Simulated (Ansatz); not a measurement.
`FB1CO1`, charge 0, multiplicity 1.

**Question.** Give a relaxed structure at PBE0-D4/def2-TZVP (the Gaussian-basis code of Ansatz). (Best estimate.)

**Answer.** Computed: 
Z-matrix (Å, degrees):
```
C
B 1 1.500
O 1 1.531 2 51.8
H 1 1.086 2 122.6 3 -93.7
H 1 1.086 2 122.6 3 93.7
F 2 1.306 1 156.9 3 180.0
```
Point group Cs.
